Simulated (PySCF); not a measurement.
C₆H₁₀O, SMILES C(C=C)CC(C)=O (GFN2-xTB optimised geometry):

```
17

C      2.509     1.899    -0.862
C      1.710     1.388     0.056
C      0.218     1.418    -0.008
C     -0.365     0.003     0.000
C     -1.880     0.003     0.000
C     -2.499    -1.375     0.008
O     -2.536     1.011     0.000
H      2.121     2.391    -1.738
H      3.582     1.856    -0.776
H      2.126     0.899     0.928
H     -0.114     1.940    -0.907
H     -0.177     1.959     0.856
H     -0.022    -0.543     0.883
H     -0.018    -0.550    -0.876
H     -2.128    -1.959    -0.830
H     -2.227    -1.892     0.926
H     -3.582    -1.298    -0.051
```

Method: PySCF 2.14.0 with PBE0/def2-SVP.

Q: What are the frontier orbital energies and the dipole moment?

A: HOMO-2 -9.57 eV, HOMO-1 -7.59 eV, HOMO -7.05 eV, LUMO -0.20 eV, LUMO+1 0.61 eV; dipole moment 2.63 D.

Meta-Löwdin charges at PBE0/def2-SVP: C1 -0.25, C2 -0.08, C3 -0.18, C4 -0.22, C5 0.38, C6 -0.35, O7 -0.40, H8 0.10, H9 0.11, H10 0.09, H11 0.10, H12 0.11, H13 0.11, H14 0.11, H15 0.12, H16 0.12, H17 0.12.
